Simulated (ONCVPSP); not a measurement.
**O (Z = 8), ONCV: configuration errors across variants**

oxygen (O), optimised norm-conserving Vanderbilt (ONCV), made with ONCVPSP 4.0.1 (LDA (Perdew-Wang 92), scalar-relativistic). Core [He], reference 2s2 2p3 (charge +1). Waves: 2s: rc 0.90 bohr, ncon 4, nbas 9, qcut 8 1/bohr, local; 2p: rc 1.60 bohr, ncon 3, nbas 6, qcut 10.9 1/bohr, 3 projectors, debl 3.8 Ha; d scattering state at 0.29 Ha: rc 1.75 bohr, ncon 4, nbas 7, qcut 6.3 1/bohr, 1 projector. Local part: the s channel. Core correction: none.

All-electron excitation energies from the reference (eV): (1) 2s2 2p4 -16.585; (2) 2s2 2p2 33.713; (3) 2s2 2p1 87.684; (4) 2s1 2p5 -1.999.

1 further variants failed, have other tests or another functional or relativity, and are left out.

Errors AE − PS in meV (a dash: test not solved or not reliable):

| change | (1) | (2) | (3) | (4) | bound ghosts | GHOST(+) flags above zero |
| --- | --- | --- | --- | --- | --- | --- |
| base | +34 | +108 | +678 | +126 | none | none |
| d: rc 1.84 | +34 | +108 | +678 | +126 | none | none |
| s: rc 0.88 | +34 | +107 | +675 | +125 | none | none |
| s: nproj 1; local potential polynomial inside 0.75 bohr (lpopt 5, dvloc0 -1 Ha) | +35 | +109 | +680 | +127 | none | d |
| d: nbas 8 | +34 | +108 | +678 | +126 | none | none |

(1) Give the same row for: s: qcut 6.1; p: qcut 8.3; d: qcut 4.8.

Answers

(1) +53, +159, +966, +179; bound ghosts: none; GHOST(+) flags above zero: none.
